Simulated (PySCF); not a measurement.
SiBrF₂, SMILES F[Si](F)Br, multiplicity 2. Atoms are numbered in the order given.

```xyz
4

Si    -0.9437    -0.4270     0.0000
Br     1.2184     0.0414     0.0000
F     -1.6350     0.2516     1.2901
F     -1.6350     0.2516    -1.2901
```
Charge 0, spin multiplicity 2.

The structure is a stationary point at PBE0-D3(BJ)/def2-SVP.

These are PBE/def2-TZVPD run with PySCF values and carry that method's errors.

Mulliken values depend strongly on the basis, most of all with diffuse functions as here. ESP charges are fitted to the potential on shells at 1.4 to 2.0 van der Waals radii. Atomic charges (e):

```tsv
atom	ESP fit	Mulliken	Mulliken spin
Si1	?	0.52	0.77
Br2	?	-0.13	0.14
F3	?	-0.20	0.04
F4	?	-0.20	0.04
```

Some entries are withheld; supply them. (Estimate from the structure and the level; the computed values follow.)


- Si1, ESP fit: 0.31
- Br2, ESP fit: -0.03
- F3, ESP fit: -0.14
- F4, ESP fit: -0.14
